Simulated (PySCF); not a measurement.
Molecule: SMILES s1c(OC=O)cc(=O)cc1, C6H4O3S.

Bonds (- single, = double, # triple, : aromatic): O1=C2, C2-O3, O3-C4, C4=C5, C5-C6, C6=O7, C6-C8, C8=C9, C9-S10, S10-C4. C2 carries H11; C5 carries H12; C8 carries H13; C9 carries H14.

Frames of a GFN2-xTB Langevin trajectory at 400 K; GIAO PBE0/pcSseg-1 shieldings in PySCF 2.14, gas phase, non-relativistic; equivalent atoms averaged within each frame.

Referencing at the same level of theory: $^{17}$O (σ = 336.08 ppm) against H2O; $^{13}$C (σ = 186.93 ppm) against TMS; CS2 for $^{33}$S (σ = 503.73 ppm). The references are static minima.

Task: How do the shifts (ppm) fluctuate along the trajectory?

Result: 
```
         time (fs)     O7     O1     O3     C6     C4     C2     C5     C8     C9  S10
               250  624.5  463.0  265.7  181.9  170.5  162.3  142.4  142.1  140.7   97
               425  620.3  432.2  268.3  181.2  169.0  156.5  121.9  148.6  147.0  122
               625  649.1  451.2  242.9  180.5  164.6  158.4  119.4  136.2  145.9  155
               800  688.6  469.0  242.0  193.5  169.0  163.0  133.2  135.9  135.0  149
              1000  643.9  431.2  237.2  181.3  161.9  153.4  125.1  128.8  146.4  145
    mean of frames  645.3  449.3  251.2  183.7  167.0  158.7  128.4  138.3  143.0  134
standard deviation   27.2   17.3   14.6    5.5    3.6    4.0    9.4    7.4    5.1   24
```

5 frames give an uncertainty of the mean of about the standard deviation over 2.2 at best, since frames this close in time may not be independent; classical motion lacks zero-point vibration, and the reference would need the same averaging.
